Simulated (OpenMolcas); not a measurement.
# P II: effect of the active space

| Property | Result |
| --- | --- |
| Program | OpenMolcas |
| Method | XMS-CASPT2 or its RAS form, IPEA 0.25 Eh, imaginary shift 0.1 Eh |
| Basis | ANO-RCC-VTZP |
| Scalar Hamiltonian | DKH2, point nucleus |
| Spin-orbit coupling | state interaction with AMFI integrals over the reference wave functions, term energies averaged over their components |

A. 2 electrons in 3 orbitals (3p); 2S+1 = 3 even, 3 roots; 2S+1 = 1 even, 6 roots; closed shells correlated: 2s 2p 3s; CASPT2 step about 0.6 core-seconds
B. 4 electrons in 4 orbitals (3s 3p); 2S+1 = 3 even, 3 roots; 2S+1 = 1 even, 6 roots; 2S+1 = 5 odd, 1 root; 2S+1 = 3 odd, 9 roots; 2S+1 = 1 odd, 8 roots; closed shells correlated: 2s 2p; CASPT2 step of the order of 1.9 core-seconds
C. 4 electrons in 9 orbitals (RAS2 3s 3p; RAS3 3d, at most 2 electrons); 2S+1 = 3 even, 6 roots; 2S+1 = 1 even, 11 roots; 2S+1 = 5 odd, 1 root; 2S+1 = 3 odd, 8 roots; 2S+1 = 1 odd, 8 roots; closed shells correlated: 2s 2p; CASPT2 step of the order of 25 core-seconds

Energies in cm-1 above 3s2 3p2 3P0, the measured ground level; measured values from NIST Handbook of Basic Atomic Spectroscopic Data.

```json
{"Level": "3s2 3p2 3P0", "A": "0.0", "B": "0.0", "C": "0.0", "Measured": "0.0"}
{"Level": "3s2 3p2 3P1", "A": "146", "B": "144", "C": "145", "Measured": "165"}
{"Level": "3s2 3p2 3P2", "A": "421", "B": "413", "C": "416", "Measured": "469"}
{"Level": "3s2 3p2 1D2", "A": "8880", "B": "8740", "C": "9220", "Measured": "8882"}
{"Level": "3s2 3p2 1S0", "A": "22390", "B": "20860", "C": "22350", "Measured": "21576"}
```

Deviations, from unrounded energies. A percentage is the sum of absolute deviations over the sum of measured energies, with the sign that they share, or ± where signs differ.

```csv
Against measurement,Levels,A,B,C
mean absolute deviation (cm-1),4,220,230,300
fine structure of the ground term (%),2,-10.6,-12.1,-11.5
other terms of the ground configuration (%),2,+2.7,-2.8,+3.7
```

A, B lie about equally close to measurement and C furthest from it. The largest miss of A in the table is 3s2 3p2 1S0, by +820 cm-1. The ranking rests on the paired levels alone, and a cruder setting can come out closer through cancelling errors.

The two smallest mean deviations differ by little beside CASPT2's spread within terms, so their order carries little weight.

Among A to C the level of the table that moves most is 3s2 3p2 1S0, by 1500 cm-1 (lowest in B, highest in A). Moves below CASPT2's spread within the term are not significant.

CASPT2 breaks the degeneracy within a term, and the mean is taken; among the terms shown or strongly mixed into the levels shown the widest spread is 520 cm-1 (3s2 3p2 1D, A). Over all roots computed the reference weight is 0.84 to 0.99 in B; the roots of lowest weight are the least certain, and an intruder state may touch them. With the s shell closed, the reference lacks s² → p² mixing (holds for A). The run also gave levels led by 3s 3p2 3d, 3s2 3p 3d, which use shells meant for correlation; these and all levels above them are left out (holds for C). Computed and measured levels are paired by configuration, term and J; levels that our copy of the source lacks, or whose pairing is in doubt (as where it misses far off the trend of its configuration), stay unpaired and out of the deviations. Only configurations of the active space appear. The table leaves out levels that lie high or whose names do not pair safely across all columns.
